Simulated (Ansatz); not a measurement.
Molecule: C7H13 (charge 0, doublet). It need not be the lowest isomer of its formula. 
Structure (B3LYP-D3(BJ)/def2-TZVP (Ansatz, a quantum-chemistry and plane-wave program) minimum search):
```xyz
20

C     -2.5565    -0.2422    -0.7256
C     -1.1962    -0.0812    -0.1602
C     -0.8172     0.9852     0.8216
C      0.7200     1.0223     0.7634
C      1.1287    -0.3951     0.3289
C      2.5438    -0.5018    -0.2180
C      0.0201    -0.7831    -0.6674
H     -2.7317    -1.2623    -1.0778
H     -2.7268     0.4210    -1.5896
H     -3.3309     0.0013     0.0074
H     -1.1664     0.7338     1.8348
H     -1.2702     1.9564     0.5880
H      1.1830     1.3246     1.7041
H      1.0422     1.7351    -0.0025
H      1.0362    -1.0541     1.1998
H      3.2826    -0.2045     0.5296
H      2.6705     0.1470    -1.0890
H      2.7760    -1.5235    -0.5268
H      0.2929    -0.4332    -1.6792
H     -0.1129    -1.8672    -0.7551
```
Charge 0, spin multiplicity 2.

Property: atomisation energy (electronic, to ground-state atoms), in eV. Correlated levels leave the core frozen unless marked. UHF or UKS for open shells. No spin-orbit coupling. No relativistic terms. The coupled-cluster limit lacks core correlation, which all-electron functionals hold. Basis-set limits of correlation are two-point, X^-3; Hartree-Fock from the larger set. The bracket is a focal-point correction in the basis named.

```json
[
 {"level": "HF/cc-pVQZ", "program": "Ansatz", "atomisation energy (eV)": "64.48"},
 {"level": "BLYP-D4/def2-TZVPD", "program": "Ansatz + dftd4", "atomisation energy (eV)": "84.23"},
 {"level": "revPBE-D3(BJ)/def2-TZVPD", "program": "Ansatz + dftd3", "atomisation energy (eV)": "84.52"},
 {"level": "B97M-V/def2-TZVPD", "program": "Ansatz", "atomisation energy (eV)": "84.83"},
 {"level": "CAM-B3LYP-D4/def2-TZVPD", "program": "Ansatz + dftd4", "atomisation energy (eV)": "85.14"},
 {"level": "wB97X-V/def2-TZVPD", "program": "Ansatz", "atomisation energy (eV)": "84.87"},
 {"level": "B2GP-PLYP-D4/def2-TZVPD", "program": "Ansatz + dftd4", "atomisation energy (eV)": "83.76"},
 {"level": "SCS-MP2/6-31G", "program": "Ansatz", "atomisation energy (eV)": "74.34"},
 {"level": "RI-MP2/CBS(cc-pVTZ,cc-pVQZ)+[CCSD(T)-MP2]/cc-pVDZ", "program": "Ansatz", "atomisation energy (eV)": "84.69"},
 {"level": "RI-MP2/CBS(cc-pVTZ,cc-pVQZ)+[CCSD(T)-MP2]/cc-pVTZ", "program": "Ansatz", "atomisation energy (eV)": "84.66"}
]
```
